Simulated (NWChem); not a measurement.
System: C2H5NOSi; SMILES C1=NC[Si@@H]1O

Here is an NWChem input.

```
start job
memory heap 200 mb stack 900 mb global 1100 mb
geometry units angstroms noautoz
  O      0.011996    -2.015197     0.453785
  Si     0.019565    -0.568563    -0.370822
  C      1.100437     0.916335     0.060211
  N      0.122251     1.757486     0.150668
  C     -1.118584     0.915080     0.040457
  H      0.006880    -1.963943     1.420278
  H      0.062663    -0.985163    -1.796395
  H      2.134557     1.258397     0.139249
  H     -1.805423     1.309044    -0.716897
  H     -1.647307     0.910210     0.999898
end
basis spherical
  * library def2-svp
end
dft
  xc hfexch
  iterations 150
  mulliken
end
task dft energy
```

NWChem printed, in part:

```
             Northwest Computational Chemistry Package (NWChem) 7.3.0
             --------------------------------------------------------

 C1  symmetry detected

                             Geometry "geometry" -> ""
                             -------------------------

 Output coordinates in angstroms (scale by  1.889725989 to convert to a.u.)

  No.       Tag          Charge          X              Y              Z
 ---- ---------------- ---------- -------------- -------------- --------------
    1 O                    8.0000     0.03521918    -2.02430649     0.37729984
    2 Si                  14.0000     0.02295983    -0.54876139    -0.39432202
    3 C                    6.0000     1.09659918     0.92835604     0.07940621
    4 N                    7.0000     0.11286013     1.75765119     0.21014398
    5 C                    6.0000    -1.12242994     0.90966292     0.08192469
    6 H                    1.0000     0.03969787    -2.00811046     1.34501854
    7 H                    1.0000     0.05456644    -0.91312534    -1.83443011
    8 H                    1.0000     2.12877767     1.27578201     0.16040230
    9 H                    1.0000    -1.82012059     1.32514786    -0.65369786
   10 H                    1.0000    -1.64114879     0.86574518     1.04582341

 Effective nuclear repulsion energy (a.u.)     219.2981714164

  xc_inp: hfexch multiplicative factor not found.

                                 NWChem DFT Module
                                 -----------------

 Summary of "ao basis" -> "ao basis" (spherical)
 ------------------------------------------------------------------------------
       Tag                 Description            Shells   Functions and Types
 ---------------- ------------------------------  ------  ---------------------
 O                          def2-svp                 6       14   3s2p1d
 Si                         def2-svp                 8       18   4s3p1d
 C                          def2-svp                 6       14   3s2p1d
 N                          def2-svp                 6       14   3s2p1d
 H                          def2-svp                 3        5   2s1p

            General Information
            -------------------
          SCF calculation type: DFT
          Wavefunction type:  closed shell.
          No. of atoms     :    10
          No. of electrons :    46
           Alpha electrons :    23
            Beta electrons :    23
          Charge           :     0
          Spin multiplicity:     1
          Use of symmetry is: off; symmetry adaption is: off
          Maximum number of iterations: 150
          AO basis - number of functions:    99
                     number of shells:    47
          Convergence on energy requested:  1.00D-06
          Convergence on density requested:  1.00D-05
          Convergence on gradient requested:  5.00D-04

              XC Information
              --------------
                     Hartree-Fock (Exact) Exchange  1.000

      Superposition of Atomic Density Guess
      -------------------------------------

 Sum of atomic energies:        -495.41989590

      Non-variational initial energy
      ------------------------------

 Total energy =    -497.872396
 1-e energy   =   -1116.293617
 2-e energy   =     399.123049
 HOMO         =      -0.271654
 LUMO         =      -0.044631

     ---------------------------------------------
      Total Density - Mulliken Population Analysis
     ---------------------------------------------

    Atom       Charge   Shell Charges
 -----------   ------   -------------------------------------------------------
    1 O    8     8.76   1.99  1.10  0.64  3.08  1.94  0.00
    2 Si  14    13.03   2.00  1.99  0.96  0.22  5.93  0.98  0.67  0.27
    3 C    6     6.01   1.99  0.99  0.37  1.79  0.82  0.05
    4 N    7     7.48   1.99  1.09  0.62  2.29  1.46  0.03
    5 C    6     6.27   1.99  0.97  0.27  1.96  1.04  0.03
    6 H    1     0.65   0.52  0.07  0.06
    7 H    1     1.09   0.70  0.38  0.01
    8 H    1     0.92   0.68  0.22  0.02
    9 H    1     0.90   0.68  0.20  0.02
   10 H    1     0.89   0.67  0.19  0.02

   convergence    iter        energy       DeltaE   RMS-Dens  Diis-err
 ---------------- ----- ----------------- --------- --------- ---------
 d= 0,ls=0.0,diis     1   -496.5388095706 -7.16D+02  7.29D-03  5.95D-01
 d= 0,ls=0.0,diis     2   -496.6025824229 -6.38D-02  2.94D-03  1.88D-01
 d= 0,ls=0.0,diis     3   -496.6216530447 -1.91D-02  1.07D-03  9.14D-03
 d= 0,ls=0.0,diis     4   -496.6233659778 -1.71D-03  3.04D-04  6.52D-04
 d= 0,ls=0.0,diis     5   -496.6234861189 -1.20D-04  1.30D-04  9.70D-05
  Resetting Diis
 d= 0,ls=0.0,diis     6   -496.6235207046 -3.46D-05  1.01D-04  3.11D-05
 d= 0,ls=0.0,diis     7   -496.6235326480 -1.19D-05  1.98D-05  2.73D-06
 d= 0,ls=0.0,diis     8   -496.6235336002 -9.52D-07  1.29D-05  7.29D-07
 d= 0,ls=0.0,diis     9   -496.6235339905 -3.90D-07  1.52D-05  5.03D-07
 d= 0,ls=0.0,diis    10   -496.6235341852 -1.95D-07  1.82D-06  1.09D-08

         Total DFT energy =     -496.623534185166
      One electron energy =    -1119.506398029241
           Coulomb energy =      450.952446513635
    Exchange-Corr. energy =      -47.367754085918
 Nuclear repulsion energy =      219.298171416359

 Numeric. integr. density =        0.000000000000

                       DFT Final Molecular Orbital Analysis
                       ------------------------------------

 Vector   21  Occ=2.000000D+00  E=-4.377797D-01
              MO Center= -1.6D-01,  3.3D-01, -1.0D-02, r^2= 2.8D+00
   Bfn.  Coefficient  Atom+Function         Bfn.  Coefficient  Atom+Function
  ----- ------------  ---------------      ----- ------------  ---------------
    65     -0.265789   5 C  py               63      0.244332   5 C  s
    22     -0.224559   2 Si px               37      0.221271   3 C  py
    64      0.222298   5 C  px                4      0.205407   1 O  px
    35     -0.198662   3 C  s                68     -0.192522   5 C  py
     7      0.173315   1 O  px               67      0.160991   5 C  px

 Vector   22  Occ=2.000000D+00  E=-4.219524D-01
              MO Center=  2.1D-01,  1.2D+00,  1.0D-01, r^2= 2.2D+00
   Bfn.  Coefficient  Atom+Function         Bfn.  Coefficient  Atom+Function
  ----- ------------  ---------------      ----- ------------  ---------------
    52     -0.356705   4 N  pz               38      0.335398   3 C  pz
    55      0.287804   4 N  pz               41      0.264450   3 C  pz
    90      0.164770   9 H  s                95     -0.157795  10 H  s
    66     -0.144319   5 C  pz               91      0.099259   9 H  s
    51      0.097800   4 N  py               96     -0.085622  10 H  s

 Vector   23  Occ=2.000000D+00  E=-3.791562D-01
              MO Center=  1.2D-01,  1.0D+00,  2.3D-02, r^2= 2.9D+00
   Bfn.  Coefficient  Atom+Function         Bfn.  Coefficient  Atom+Function
  ----- ------------  ---------------      ----- ------------  ---------------
    51      0.424708   4 N  py               54     -0.383451   4 N  py
    37      0.216833   3 C  py               65      0.215305   5 C  py
    35     -0.178358   3 C  s                80      0.154257   7 H  s
    17     -0.151664   2 Si s                23     -0.151167   2 Si py
    81      0.140771   7 H  s                 5      0.134001   1 O  py

 Vector   24  Occ=0.000000D+00  E= 1.167150D-01
              MO Center=  3.4D-01,  4.1D-01,  2.8D-01, r^2= 4.0D+00
   Bfn.  Coefficient  Atom+Function         Bfn.  Coefficient  Atom+Function
  ----- ------------  ---------------      ----- ------------  ---------------
     3      0.486348   1 O  s                55      0.484435   4 N  pz
    27     -0.458777   2 Si pz               41     -0.404161   3 C  pz
    63      0.350405   5 C  s                52     -0.342800   4 N  pz
    76     -0.344047   6 H  s                81     -0.303653   7 H  s
    96     -0.296734  10 H  s                26      0.263010   2 Si py

 Vector   25  Occ=0.000000D+00  E= 1.749125D-01
              MO Center=  9.2D-02, -9.6D-01,  7.5D-01, r^2= 5.8D+00
   Bfn.  Coefficient  Atom+Function         Bfn.  Coefficient  Atom+Function
  ----- ------------  ---------------      ----- ------------  ---------------
    76      1.012214   6 H  s                18      0.873907   2 Si s
     3     -0.836148   1 O  s                63     -0.687900   5 C  s
    81     -0.644190   7 H  s                91      0.418174   9 H  s
    35     -0.306472   3 C  s                96      0.279961  10 H  s
    41     -0.278127   3 C  pz                9     -0.257158   1 O  pz

 Vector   26  Occ=0.000000D+00  E= 1.776548D-01
              MO Center= -3.3D-01, -2.8D-01, -3.7D-01, r^2= 5.5D+00
   Bfn.  Coefficient  Atom+Function         Bfn.  Coefficient  Atom+Function
  ----- ------------  ---------------      ----- ------------  ---------------
    63      2.026440   5 C  s                25      1.177723   2 Si px
    96     -0.795322  10 H  s                35     -0.729640   3 C  s
    91     -0.665509   9 H  s                26     -0.383273   2 Si py
    86      0.371004   8 H  s                18     -0.324244   2 Si s
     7     -0.245030   1 O  px               53      0.203884   4 N  px

     ---------------------------------------------
      Total Density - Mulliken Population Analysis
     ---------------------------------------------

[...]
```

Level: Hartree-Fock/def2-SVP. Coordinates come from a B3LYP/6-31G* (spherical d) optimisation.
